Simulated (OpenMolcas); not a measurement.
# V4+: moving the ligands

V4+ with 6 ligands (chloride) in octahedral coordination (Oh) at 2.34 Å. A charge of +0.333 e stands 2.4 Å behind each ligand. Ligand basis ANO-RCC-VDZP.

* Program: OpenMolcas
* Method: SS-CASPT2, IPEA 0.25 Eh, imaginary shift 0.1 Eh (closed shells correlated: 3s 3p and the ligand valence shells)
* Basis: ANO-RCC-VTZP [6s5p3d2f1g]
* Scalar Hamiltonian: DKH2, point nucleus
* Active space: 1 electron in 5 orbitals (3d)
* State averaging: 2S+1 = 2 even, 5 roots
* Spin-orbit coupling: state interaction with AMFI integrals over the reference wave functions

Runs around this geometry, states (labels of O, the rotations of Oh). Energies in cm-1 above the lowest state or level, χT in cm3 K/mol; under a threefold ground state the first gap can be a small split of the lowest multiplet, not the spin-orbit step; 10Dq is the gap between the two states.

| R (Å) | Ground state | First state of that spin | 10Dq | First gap with spin-orbit (degeneracies) | χT at 300 K |
| --- | --- | --- | --- | --- | --- |
| 2.24 | 2T2 | 2E 22930 | 22934 | 320 (4, 2) | 0.372 |
| 2.34 | 2T2 | 2E 20470 | 20469 | 330 (4, 2) | 0.373 |
| 2.39 | 2T2 | 2E 19710 | 19708 | 330 (4, 2) | 0.374 |

Taking |10Dq| as R^-n, n = -ln(19708 / 22934) / ln(2.39 / 2.24) = 2.3 between the shortest and longest distance. The point-charge formula for a cubic d site gives n = 5.

Roots that are degenerate in the reference are averaged as groups; the widest CASPT2 spread within a group is 250 cm-1 (the 3-fold group of multiplicity 2 near 0 cm-1 above the lowest state of its run, R = 2.39). Shifts and gaps below about the spread of the groups concerned are not significant. Over all roots computed the reference weight is 0.64 in R = 2.24, 0.63 to 0.64 in R = 2.34, 0.63 in R = 2.39; a low but even weight reflects the number of correlated electrons. An orbital triplet at a regular site is open to Jahn-Teller coupling, which can distort the site and quench the lowest spin-orbit gaps and is left out. Ligand-to-metal charge-transfer states are missing. With one d shell and no ligand orbital active, 10Dq can be off by a tenth or more. The least metal-like active orbital is 75 % on the metal (Löwdin) and no ligand orbital is active, so the numbers are rough (holds for R = 2.24). The least metal-like active orbital is 76 % on the metal (Löwdin) and no ligand orbital is active, so the numbers are rough (holds for R = 2.34; R = 2.39). No measured value stands beside these numbers; the geometry is a model, was not optimised and need not be the one that this ion takes.
